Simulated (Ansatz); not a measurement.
Consider the formal exchange of groups at the Al–Si bond: `[SiH3][O][AlH][SiH3]` + `CC(C)Br` → `[SiH3][O][AlH][Br]` + `CC(C)[SiH3]`.

Computed with Ansatz on PBE0-D4/def2-TZVP structures; ΔE is electronic, products minus reactants. CCSD(T)/CBS adds triple-zeta CCSD(T) − MP2 to the extrapolated MP2 energy (def2 sets, frozen cores). Functionals use def2-TZVPP. For Br outer-core shells are correlated without core-valence functions, which leaves a few kJ/mol of doubt a bond. Scalar relativity is left out up to krypton. Each species was taken in one conformer, which may not be the lowest.

```tsv
species	r2SCAN energy (Eh)
`[SiH3][O][AlH][SiH3]`	-900.86439
`CC(C)Br`	-2692.65151
`[SiH3][O][AlH][Br]`	-3183.81422
`CC(C)[SiH3]`	-409.77233
```

(1) Work out ΔE.

Largest T1 diagnostic among the species: 0.013.

Answers

(1) ΔE = (-3183.81422) + (-409.77233) − (-900.86439) − (-2692.65151) = -0.07065 Eh = -44.3 kcal/mol. CCSD(T)/CBS gives -45.0 kcal/mol.

From PBE to PBE0 (25 % exact exchange), in def2-TZVPP and without D4, ΔE moves by −2.6 kcal/mol. In def2-TZVPP, CCSD(T) changes the Hartree–Fock value by +3.6 kcal/mol (the triples alone add +0.6 kcal/mol) and MP2 by +0.9 kcal/mol.
